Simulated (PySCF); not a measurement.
Ga(H)(OH)2(SH2), H5GaO2S, singlet, B3LYP/def2-SVP optimised geometry.

```
9

Ga    -1.09    -1.28     0.00
H     -1.89    -1.54    -1.31
O     -1.71    -1.46     1.69
H     -2.65    -1.65     1.75
O      0.73    -1.28     0.00
H      1.09    -1.54     0.86
S     -0.90     1.54     0.00
H     -1.04     1.49     1.35
H      0.38     1.09     0.04
```

Density from B3LYP/def2-TZVP in PySCF 2.14.0 at that geometry.

Minimum of the electron density along straight lines between bonded atoms, close to the bond critical point (lines longer than 1.1 times the sum of covalent radii, or with two minima, are not listed):

```tsv
bond	length / Å	ρ at the minimum / e bohr⁻³	∇²ρ there / e bohr⁻⁵	position (fraction from the first atom)
Ga1–H2	1.556	0.117	0.14	0.60
Ga1–O3	1.807	0.127	0.67	0.48
O3–H4	0.965	0.355	-2.31	0.80
Ga1–O5	1.813	0.127	0.65	0.48
O5–H6	0.967	0.353	-2.30	0.80
S7–H8	1.354	0.213	-0.61	0.65
S7–H9	1.357	0.213	-0.61	0.66
```
